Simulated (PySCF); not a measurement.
Al(Me)2(OSiOH3), SMILES [Al]([CH3])([CH3])[O][Si](O)(O)O (C₂H₉AlO₄Si), GFN2-xTB optimised geometry.

```
17

Al     0.57    -0.78     0.00
C     -0.70    -2.32     0.00
H     -1.36    -2.29     0.88
H     -0.20    -3.29     0.00
H     -1.36    -2.29    -0.87
C      2.56    -0.78     0.00
H      2.96    -0.21    -0.85
H      2.99    -1.79    -0.05
H      2.96    -0.31     0.90
O     -0.15     0.73     0.00
Si    -0.87     2.20     0.02
O     -1.08     2.69     1.54
O     -2.31     2.11    -0.72
O      0.04     3.29    -0.76
H     -0.32     2.99     2.03
H     -2.99     1.58    -0.31
H      0.14     3.21    -1.70
```

Density from PySCF with PBE0/def2-SVP at that geometry.

Minimum of the electron density along straight lines between bonded atoms, close to the bond critical point (lines longer than 1.1 times the sum of covalent radii, or with two minima, are not listed):

```tsv
bond	length / Å	ρ at the minimum / e bohr⁻³	∇²ρ there / e bohr⁻⁵	position (fraction from the first atom)
Al1–C2	1.996	0.079	0.29	0.40
C2–H3	1.094	0.264	-0.91	0.62
C2–H4	1.091	0.267	-0.93	0.62
C2–H5	1.094	0.264	-0.91	0.62
Al1–C6	1.996	0.079	0.29	0.40
C6–H7	1.094	0.264	-0.91	0.62
C6–H8	1.091	0.267	-0.93	0.62
C6–H9	1.094	0.264	-0.91	0.62
Al1–O10	1.677	…	…	0.43
O10–Si11	1.633	…	1.05	0.59
Si11–O12	1.621	0.134	1.12	0.41
Si11–O13	1.620	0.134	1.12	0.41
Si11–O14	1.620	0.134	1.12	0.41
O12–H15	0.952	0.357	-2.46	0.82
O13–H16	0.952	0.357	-2.45	0.82
O14–H17	0.952	0.358	-2.46	0.82
```

### Question
Complete the blanks.

### Answer

- Al1–O10, ρ at the minimum / e bohr⁻³: 0.099
- Al1–O10, ∇²ρ there / e bohr⁻⁵: 0.95
- O10–Si11, ρ at the minimum / e bohr⁻³: 0.126
